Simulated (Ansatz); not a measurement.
Process, species as SMILES: FSF → F atom + F[S] (F-S)
B3LYP-D3(BJ)/def2-TZVP geometries, fixed; electronic energies without zero-point terms.

The bond dissociation energy at CCSD(T) with Ansatz (a first-principles code), in kcal/mol, split into its Hartree-Fock and correlation parts. Cores are frozen. Open shells are unrestricted. No added dispersion term, no relativity. Functions are those of the species that has most.

| basis | X | functions | Hartree-Fock | CCSD(T) |
|---|---|---|---|---|
| cc-pV(D+d)Z | 2 | 51 | 34.28 | 71.69 |
| cc-pV(T+d)Z | 3 | 99 | 42.47 | 85.30 |
| cc-pV(Q+d)Z | 4 | 174 | 43.63 | 89.37 |
| cc-pV(5+d)Z | 5 | 282 | 43.82 | 90.75 |

Worked estimate of the basis-set limit from each neighbouring pair, with Hartree-Fock from the larger set and the correlation part extrapolated as X^-3.
Correlation parts: X = 2: 37.41, X = 3: 42.83, X = 4: 45.74, X = 5: 46.93.
- (2,3): (27·(42.83) - 8·(37.41))/19 = 45.11; with Hartree-Fock 42.47 the estimate is 87.58 kcal/mol.
- (3,4): (64·(45.74) - 27·(42.83))/37 = 47.86; with Hartree-Fock 43.63 the estimate is 91.49 kcal/mol.
- (4,5): (125·(46.93) - 64·(45.74))/61 = 48.18; with Hartree-Fock 43.82 the estimate is 92.00 kcal/mol.
The last two estimates differ by 0.51 kcal/mol; the largest set lies 1.25 from the last. Over the last step Hartree-Fock moves by 0.19 and the correlation part by 1.19.
